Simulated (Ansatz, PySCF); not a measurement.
C5H7F, SMILES C1[C@@H](C(=C)C1)F. Atoms are numbered in the order given.

```xyz
13

C      1.7528     0.8383     0.4978
C      0.4842     0.6396     0.1591
C     -0.8685     1.0427     0.7257
C     -1.4369    -0.2707     0.1161
C     -0.1836    -0.3429    -0.7792
F      0.4140    -1.5665    -0.9408
H      2.0286     1.5259     1.3035
H      2.5564     0.3014    -0.0158
H     -0.9339     1.1668     1.8167
H     -1.2774     1.9441     0.2409
H     -1.4092    -1.0937     0.8455
H     -2.4189    -0.2393    -0.3772
H     -0.3586     0.0885    -1.7817
```

Geometry optimised at ωB97X-D3(BJ)/def2-SVP. The structure was generated by enumeration; whether it is a known compound was not checked.

Two levels are set side by side: PBE-D3(BJ)/def2-SVP (Ansatz, a first-principles code) and ωB97X-D3(BJ)/def2-SVP (PySCF). Each level has its own optimised geometry; the coordinates shown are those of the second. Frequencies come from the Hessian of PySCF at each geometry. Differences are taken from unrounded values.

```json
[
 {"quantity": "mean bond length (Å)", "ωB97X-D3(BJ)": "1.271", "PBE-D3(BJ)": "1.278", "PBE-D3(BJ) minus ωB97X-D3(BJ)": "0.007"},
 {"quantity": "bond C1–C2 (Å)", "ωB97X-D3(BJ)": "1.328", "PBE-D3(BJ)": "1.339", "PBE-D3(BJ) minus ωB97X-D3(BJ)": "0.011"},
 {"quantity": "bond C2–C3 (Å)", "ωB97X-D3(BJ)": "1.521", "PBE-D3(BJ)": "1.522", "PBE-D3(BJ) minus ωB97X-D3(BJ)": "0.001"},
 {"quantity": "bond C2–C5 (Å)", "ωB97X-D3(BJ)": "1.514", "PBE-D3(BJ)": "1.516", "PBE-D3(BJ) minus ωB97X-D3(BJ)": "0.002"},
 {"quantity": "bond C3–C4 (Å)", "ωB97X-D3(BJ)": "1.556", "PBE-D3(BJ)": "1.560", "PBE-D3(BJ) minus ωB97X-D3(BJ)": "0.004"},
 {"quantity": "bond C4–C5 (Å)", "ωB97X-D3(BJ)": "1.542", "PBE-D3(BJ)": "1.549", "PBE-D3(BJ) minus ωB97X-D3(BJ)": "0.007"},
 {"quantity": "bond C5–F6 (Å)", "ωB97X-D3(BJ)": "1.371", "PBE-D3(BJ)": "1.379", "PBE-D3(BJ) minus ωB97X-D3(BJ)": "0.008"},
 {"quantity": "bond C1–H7 (Å)", "ωB97X-D3(BJ)": "1.095", "PBE-D3(BJ)": "1.101", "PBE-D3(BJ) minus ωB97X-D3(BJ)": "0.007"},
 {"quantity": "bond C1–H8 (Å)", "ωB97X-D3(BJ)": "1.094", "PBE-D3(BJ)": "1.101", "PBE-D3(BJ) minus ωB97X-D3(BJ)": "0.007"},
 {"quantity": "bond C3–H9 (Å)", "ωB97X-D3(BJ)": "1.100", "PBE-D3(BJ)": "1.108", "PBE-D3(BJ) minus ωB97X-D3(BJ)": "0.008"},
 {"quantity": "bond C3–H10 (Å)", "ωB97X-D3(BJ)": "1.102", "PBE-D3(BJ)": "1.111", "PBE-D3(BJ) minus ωB97X-D3(BJ)": "0.008"},
 {"quantity": "bond C4–H11 (Å)", "ωB97X-D3(BJ)": "1.100", "PBE-D3(BJ)": "1.107", "PBE-D3(BJ) minus ωB97X-D3(BJ)": "0.007"},
 {"quantity": "bond C4–H12 (Å)", "ωB97X-D3(BJ)": "1.099", "PBE-D3(BJ)": "1.107", "PBE-D3(BJ) minus ωB97X-D3(BJ)": "0.008"},
 {"quantity": "bond C5–H13 (Å)", "ωB97X-D3(BJ)": "1.105", "PBE-D3(BJ)": "1.116", "PBE-D3(BJ) minus ωB97X-D3(BJ)": "0.010"},
 {"quantity": "highest harmonic wavenumber (cm⁻¹)", "ωB97X-D3(BJ)": "3270", "PBE-D3(BJ)": "3173", "PBE-D3(BJ) minus ωB97X-D3(BJ)": "-98"},
 {"quantity": "mean harmonic wavenumber (cm⁻¹)", "ωB97X-D3(BJ)": "1446", "PBE-D3(BJ)": "1386", "PBE-D3(BJ) minus ωB97X-D3(BJ)": "-60"},
 {"quantity": "zero-point energy (kcal/mol)", "ωB97X-D3(BJ)": "68.20", "PBE-D3(BJ)": "65.37", "PBE-D3(BJ) minus ωB97X-D3(BJ)": "-2.83"}
]
```

GGA bonds tend to be longer and softer than those of functionals with exact exchange. Differences between two approximate levels are no errors against the true value.
